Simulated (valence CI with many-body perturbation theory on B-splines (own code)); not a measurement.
E1 line list for Si VIII

Computed by relativistic CI+MBPT: five valence electrons over a frozen Dirac-Fock core [He], radial functions for each j: 9 s, 9 p, 8 d, 6 f, 3 g, 1 h, with the one-electron correlation potential Σ1, the two-electron term Σ2, the three-electron term Σ3, Breit, model QED; selected CI, second order for the rest, scaled by the run's own slope (own B-spline code, finite nucleus).

No measured spectrum was set against this ion. As an estimate, levels hold to about 100 cm⁻¹ or 0.05 % of their energy and the worst to 300 or 400 cm⁻¹, as in measured light ions of charge 2 to 7. Among the levels kept, up to 2100 cm⁻¹ of a level comes from second order outside the variational space, and about a tenth of that is noise between levels of different J, which matters for small intervals.

Lines 201 to 213 of 213 in falling wavelength, among levels below 1683400 cm⁻¹, chosen from the strongest by gf and those to the six lowest levels. Wavelengths and rates use the calculated energies, so an error of 300 cm⁻¹ moves a line at 6.185 nm by 0.019 % and its rate by three times that or more. Electric multipoles are in the length gauge, E1 and E2 with the static RPA response of the core. Weak lines are less certain than strong ones. Lines between different terms over intervals too small for the method are left out, as are lines whose strength nearly cancels. The highest levels of a list are the least certain.

Names give the largest LS component (configuration and term), which can be under half, so a name can repeat, a term be missing and a line seem to break the LS rules; names also repeat where a configuration has a term twice.

| λ vac (nm) | Upper | Lower | A (s⁻¹) | S (a.u.) with core polarisation | S without |
| --- | --- | --- | --- | --- | --- |
| 6.185 | 2s2.2p2.3d 4F_5/2 | 2s2.2p3 4S°_3/2 | 3.85e+08 | 2.70e-04 | 2.70e-04 |
| 6.155 | 2s2.2p2.3d 2P_3/2 | 2s2.2p3 4S°_3/2 | 1.06e+10 | 4.89e-03 | 4.90e-03 |
| 6.151 | 2s2.2p2.3d 4D_1/2 | 2s2.2p3 4S°_3/2 | 5.19e+09 | 1.19e-03 | 1.19e-03 |
| 6.146 | 2s2.2p2.3d 4D_5/2 | 2s2.2p3 4S°_3/2 | 3.73e+10 | 2.56e-02 | 2.57e-02 |
| 6.144 | 2s2.2p2.3d 4D_3/2 | 2s2.2p3 4S°_3/2 | 9.42e+09 | 4.31e-03 | 4.32e-03 |
| 6.135 | 2s2.2p2.3d 2P_1/2 | 2s2.2p3 4S°_3/2 | 1.55e+08 | 3.53e-05 | 3.54e-05 |
| 6.120 | 2s2.2p2.3d 2F_5/2 | 2s2.2p3 4S°_3/2 | 2.60e+09 | 1.76e-03 | 1.77e-03 |
| 6.108 | 2s2.2p2.3d 4P_5/2 | 2s2.2p3 4S°_3/2 | 8.26e+11 | 5.58e-01 | 5.59e-01 |
| 6.103 | 2s2.2p2.3d 4P_3/2 | 2s2.2p3 4S°_3/2 | 8.49e+11 | 3.81e-01 | 3.82e-01 |
| 6.100 | 2s2.2p2.3d 4P_1/2 | 2s2.2p3 4S°_3/2 | 8.66e+11 | 1.94e-01 | 1.94e-01 |
| 6.023 | 2s2.2p2.3d 2D_5/2 | 2s2.2p3 4S°_3/2 | 3.25e+07 | 2.10e-05 | 2.10e-05 |
| 5.993 | 2s.2p3.3p 6P_3/2 | 2s2.2p3 4S°_3/2 | 2.94e+07 | 1.25e-05 | 1.24e-05 |
| 5.991 | 2s.2p3.3p 6P_5/2 | 2s2.2p3 4S°_3/2 | 6.62e+07 | 4.22e-05 | 4.19e-05 |
